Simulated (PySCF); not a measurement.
A mixed set of molecules. Method: TDDFT CAM-B3LYP/def2-SVPD, vertical, gas phase, core orbitals frozen in the response in PySCF. Geometries: GFN2-xTB; one conformer of each isolated species. Triplets are in the Tamm–Dancoff approximation. Ions are computed without counter-ions or solvent.

Question: Rank by computed lowest singlet excitation energy, highest first.
A. `N#CC[P@H+]1C(F)=C1[SiH3]`
B. `CC#CC#P`
C. `CCO[SiH2]OCC`
D. `C[SiH](C)C`

Answer: D (8.22 eV), C (7.47 eV), A (4.95 eV), B (3.18 eV).

```
                  SMILES  S1 (eV)  gap (eV)  first f ≥ 0.01 (nm)  HOMO (eV)  α (au)  T1 (eV)           S1 mainly
              C[SiH](C)C     8.22     11.19                  151      -9.91    64.9     8.00      H-1/H→L (≥85%)
            CCO[SiH2]OCC     7.47     10.66                  162      -9.37    82.4     7.16         H→L+1 (43%)
N#CC[P@H+]1C(F)=C1[SiH3]     4.95      8.45                  220     -14.71    93.2     4.01           H→L (51%)
                 CC#CC#P     3.18      7.27                  193      -8.04    83.2     2.45  H-1/H→L/L+1 (≥96%)
```

H and L stand for HOMO and LUMO. A slash joins orbitals within 0.01 eV of each other, whose weights are summed (≥ marks a lower bound).

Mean S1 by what the SMILES shows (count): single bonds only 7.85 eV (2); a double or triple bond but no aromatic ring 4.07 eV (2).

- `C[SiH](C)C`: Löwdin shares by element: HOMO (one of a set within 0.03 eV) carbon 53% or more, silicon 21%, hydrogen 5% or more (atoms not listed hold the other 21%); LUMO carbon 33%, silicon 23% (atoms not listed hold the other 43%).
- `CCO[SiH2]OCC`: Löwdin shares by element: HOMO oxygen 44%, silicon 16%, hydrogen 12% or more (atoms not listed hold the other 28%); LUMO carbon 27% or more, silicon 21%, hydrogen 7% or more (atoms not listed hold the other 45%).
- `N#CC[P@H+]1C(F)=C1[SiH3]`: Löwdin shares by element: HOMO phosphorus 24%, nitrogen 17%, carbon 11% or more, silicon 10% (atoms not listed hold the other 39%); LUMO carbon 38% or more, phosphorus 29%, fluorine 8% (atoms not listed hold the other 26%).
- `CC#CC#P`: Löwdin shares by element: HOMO (one of a set within 0.03 eV) carbon 62% or more, phosphorus 32%; LUMO (one of a set within 0.03 eV) carbon 50% or more, phosphorus 43%.
